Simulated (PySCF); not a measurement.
C2H3O2, SMILES O(C=O)[CH2], multiplicity 2. Coordinates come from a PBE-D3(BJ)/def2-SVP optimisation. The isomer is the one that the SMILES or the coordinates give; other isomers of the formula were not compared. The values are those of a single conformer.

**Question.** Give the equilibrium geometry at PBE-D3(BJ)/def2-SVP (PySCF confirms it by a frequency run) as a Z-matrix, and its point group. (The exact figures need the calculation; the answer reports its results.)

**Answer.** Several could match; the one computed here: point group Cs.
```
O
C 1 1.3588
C 1 1.3750 2 118.54
O 3 1.2078 1 125.02 2 0.00
H 2 1.0948 1 114.43 3 180.00
H 2 1.0977 5 126.75 1 180.00
H 3 1.1159 4 127.06 1 180.00
```
Charge 0, spin multiplicity 2.
